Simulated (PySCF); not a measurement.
H4SeSn, SMILES [SnH3][SeH].

Coordinates come from a B3LYP-D3(BJ)/def2-TZVP optimisation. The def2 effective core potentials stand for the cores of Sn; spin–orbit coupling is left out.

Method: HF/def2-TZVPD in PySCF.

The molecule is in vacuum.

```
Quantity                                                                                                        Value
---------------------------------------------------------------------------------------------  ----------------------
total energy                                                                                      -2615.53165 hartree
point group                                                                                                        Cs
highest occupied level                                                                                       -9.49 eV
lowest empty level                                                                                            1.20 eV
orbital gap                                                                                                  10.69 eV
dipole moment                                                                                                  1.57 D
quadrupole, principal values (traceless, Buckingham form, about the centre of nuclear charge)  -2.80, -1.55, 4.34 D·Å
mean static polarisability                                                                      70.6 bohr³ (10.47 Å³)
polarisability, principal values                                                               62.5, 62.8, 86.6 bohr³
```
